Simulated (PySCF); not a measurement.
## How methods differ on the excitation energy of C

C [He] 2s2 2p2 (3P) → C [He] 2s2 2p1 3s1 (3P), as a difference of total energies. Calculation: PySCF 2.14, in aug-cc-pwCVQZ (9s8p6d4f2g, 109 functions); no relativity, point nucleus. Correlated levels: valence: 1s2 frozen; valence and next inner shell: nothing frozen. The calculations carry no spin-orbit coupling.

```tsv
method	excitation energy (eV)	error (eV)
UHF	7.478	-0.004
LDA	7.959	+0.477
PBE	7.799	+0.317
PBE0	7.825	+0.343
r2SCAN	8.097	+0.615
CAM-B3LYP	7.963	+0.481
TPSSh	7.841	+0.359
r2SCAN0	8.037	+0.555
MP2 (valence)	7.785	+0.303
SCS-MP2 (valence)	7.681	+0.199
MP2 (valence and next inner shell)	7.810	+0.328
SCS-MP2 (valence and next inner shell)	7.698	+0.216
```

Reference: 7.482 eV (measured; NIST levels, between the centres of gravity of the two terms).

Errors of the correlated levels include the incompleteness of this basis and the frozen core.

The promoted electron is Rydberg-like, and one or two diffuse shells describe it only roughly, which tends to raise the upper state.
